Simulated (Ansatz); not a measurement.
Cl5FW, SMILES `[F][W]([Cl])([Cl])([Cl])([Cl])[Cl]`, 7 atoms. Charge 0, multiplicity 1. Correlated methods include outer-core shells of W, which these sets cover unevenly. W: def2 effective core potential. All runs use 4 threads of an Arm Neoverse V2 on a shared host. Correlated methods freeze the cores.

**Question.** How many basis functions does each run have, and how long does it take in Ansatz? RKS B97M-V/def2-TZVPP energy; RKS LC-ωPBE/def2-TZVPP energy; RHF-MP2/def2-QZVPP energy; RKS PBE0-D4/def2-TZVP frequencies; RKS ωB97M-V/def2-QZVPP energy; RKS SPW92 (LDA)/def2-TZVPP energy; RHF-MP2/def2-TZVPP energy; RKS PBE0-D4/def2-TZVP relaxation (5 steps); RKS PBE0-D4/def2-QZVPP energy; RHF-CCSD(T)/def2-SVP energy; direct RPA on PBE orbitals/def2-TZVPP energy; RKS PBE0-D4/def2-SVP energy. (An estimate is asked.)

**Answer.** Ansatz gave: Other jobs shared the machine, so times are rough.

```csv
level,job,functions,wall time,peak host memory (GiB)
RKS SPW92 (LDA)/def2-TZVPP,energy,297,3.2 s,0.61
RKS PBE0-D4/def2-SVP,energy,136,3.4 s,0.53
RKS LC-ωPBE/def2-TZVPP,energy,297,7.5 s,0.86
RHF-MP2/def2-TZVPP,energy,297,14 s,1
direct RPA on PBE orbitals/def2-TZVPP,energy,297,23 s,0.98
RKS B97M-V/def2-TZVPP,energy,297,24 s,0.77
RKS PBE0-D4/def2-QZVPP,energy,488,28 s,3.4
RHF-CCSD(T)/def2-SVP,energy,136,37 s,0.92
RHF-MP2/def2-QZVPP,energy,488,53 s,3.3
RKS ωB97M-V/def2-QZVPP,energy,488,62 s,3.3
RKS PBE0-D4/def2-TZVP,relaxation (5 steps),256,68 s,1.2
RKS PBE0-D4/def2-TZVP,frequencies,256,6.2 min,1.2
```

LC-ωPBE has ω = 0.4 bohr⁻¹.
